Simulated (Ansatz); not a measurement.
`C#C/N=C/O` + silanol → `C#CO[SiH3]` + `N=CO`  (substitution at a C–N bond)

Gas-phase electronic energies from Ansatz, PBE0-D4/def2-TZVP geometries. CCSD(T)/CBS is the MP2 limit (def2-TZVPP, def2-QZVPP) plus CCSD(T) − MP2 in def2-TZVPP, frozen cores. This one scheme is used for every species. DFT in def2-TZVPP. Each species was taken in one conformer, which may not be the lowest.

CCSD(T)/CBS gives +45.2 kJ/mol.

Another level gave +44.0 kJ/mol. Which?
A. LDA (SPW92)/def2-TZVPP
B. r2SCAN0/def2-TZVPP
C. RPA@PBE/def2-TZVPP
D. CCSD(T)/def2-TZVPP

D. CCSD(T)/def2-TZVPP 44.0, r2SCAN0 49.8, RPA@PBE/def2-TZVPP 38.7, LDA (SPW92) 54.8 kJ/mol.

Largest T1 diagnostic among the species: 0.015.

At CCSD(T), def2-SVP lies −6.5 kJ/mol from the extrapolated value and def2-TZVPP −1.2 kJ/mol. Leaving LDA and LC-ωPBE aside and taking each functional with its dispersion term where it has one, the values, not all of them listed here, spread over 11.3 kJ/mol, from ωB97X-V to r2SCAN-D4.
